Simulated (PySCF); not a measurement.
Deuteron quadrupole couplings in `C=CCOCC(C)=O`

Species: C₆H₁₀O₂.
Geometry (GFN2-xTB, Å), atoms numbered from 1 in this order:
```xyz
18
C6H10O2 angstrom
C      2.669    1.326   -0.789
C      2.131    0.612    0.181
C      1.065   -0.419   -0.018
O      0.162   -0.350    1.071
C     -0.920   -1.234    0.954
C     -1.966   -0.821   -0.083
C     -2.163    0.662   -0.237
O     -2.602   -1.646   -0.688
H      3.447    2.044   -0.598
H      2.365    1.211   -1.817
H      2.436    0.736    1.210
H      1.523   -1.424   -0.048
H      0.541   -0.263   -0.972
H     -0.584   -2.259    0.738
H     -1.418   -1.231    1.930
H     -3.167    0.915    0.101
H     -1.430    1.216    0.342
H     -2.098    0.933   -1.289
```

Level: PBE0/pcSseg-1 (PySCF, non-relativistic); Q(2H) = 0.00286 b; rigid geometry, the same for H and D, with no vibrational averaging.

Problem. Rank these positions by the coupling χzz of a deuteron there, largest first.
A. H17 (methyl hydrogen)
B. H16 (methyl hydrogen)
C. H15 (methylene hydrogen)
D. H9 (vinylic hydrogen)
E. H11 (vinylic hydrogen)
F. H13 (methylene hydrogen)

Solution. D (228 kHz), E (219 kHz), B (211 kHz), A (207 kHz), C (195 kHz), F (190 kHz).

Problem. What are Vzz, η and χzz (234.96 MHz × Q × Vzz) at all hydrogens?

Solution. 
```tsv
atom	bonded to	bond length (Å)	Vzz (au)	η	χzz (kHz)
H9	C1	1.076	0.3390	0.05	228
H10	C1	1.078	0.3350	0.06	225
H11	C2	1.080	0.3261	0.06	219
H12	C3	1.105	0.2749	0.06	185
H13	C3	1.099	0.2820	0.10	190
H14	C5	1.100	0.2818	0.07	189
H15	C5	1.096	0.2908	0.05	195
H16	C7	1.089	0.3140	0.02	211
H17	C7	1.086	0.3078	0.02	207
H18	C7	1.088	0.3145	0.02	211
```

Problem. How does χzz go with the bond length over the 10 C–H bonds?

Solution. A straight-line fit has a slope of -15.4 kHz for each 0.01 Å, with a correlation coefficient of -0.99, over lengths from 1.076 to 1.105 Å. The longer bonds have the smaller couplings here.

The structure is a single GFN2-xTB conformer in the gas phase; no vibrational or solvent corrections. GFN2-xTB bond lengths can be off by several hundredths of an ångström, more for odd bonds, and the gradients follow them. The basis is small and wasn't made for field gradients, so the couplings can be 20 % off.
